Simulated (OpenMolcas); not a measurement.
Ir3+ (d6) among equal point charges was computed by CASSCF with the d shell active (OpenMolcas, ANO-RCC-VDZP on the metal). Its lowest spin-free states, and all those of the highest spin:

```json
{"2S+1": "5", "Degeneracy": "1", "E (cm-1)": "0.0"}
{"2S+1": "5", "Degeneracy": "2", "E (cm-1)": "7793"}
{"2S+1": "3", "Degeneracy": "2", "E (cm-1)": "7930"}
{"2S+1": "3", "Degeneracy": "1", "E (cm-1)": "8379"}
{"2S+1": "3", "Degeneracy": "1", "E (cm-1)": "10644"}
{"2S+1": "1", "Degeneracy": "1", "E (cm-1)": "16270"}
{"2S+1": "3", "Degeneracy": "2", "E (cm-1)": "16771"}
{"2S+1": "3", "Degeneracy": "2", "E (cm-1)": "17823"}
{"2S+1": "3", "Degeneracy": "1", "E (cm-1)": "18433"}
{"2S+1": "3", "Degeneracy": "1", "E (cm-1)": "19277"}
{"2S+1": "1", "Degeneracy": "2", "E (cm-1)": "19464"}
{"2S+1": "1", "Degeneracy": "1", "E (cm-1)": "19929"}
{"2S+1": "5", "Degeneracy": "1", "E (cm-1)": "20668"}
{"2S+1": "5", "Degeneracy": "1", "E (cm-1)": "33501"}
```

Question: Is the site octahedral, tetrahedral or cube-like, axial, or of lower symmetry?

Answer: The states with 2S+1 = 5 have orbital degeneracies 1, 2, 1, 1. There are pairs but no triples, so the site is axial: not cubic, but with a proper or improper axis of order three or more. The run had Ir3+ among 4 point charges of -1.5 e arranged as a square (D4h), 1.84 Å from the ion.

Spin-orbit coupling mixes the spin-free states strongly: the lowest level takes only 56 % from its leading state, 5A1. Without dynamic correlation the repulsion within the d shell is too large (B by tens of per cent), so at a given field states of lower spin stand too high. This shell can be high or low spin here, a state of another spin lies low, and with metal d orbitals alone active their balance is uncertain, so the ground spin may be wrong. Point charges give a weaker field than real ligands, and real ions of this kind are as a rule low spin; the high spin found here belongs to the model. Point charges carry no covalency, so the field is a model and not that of real ligands. No measured value stands beside these numbers.
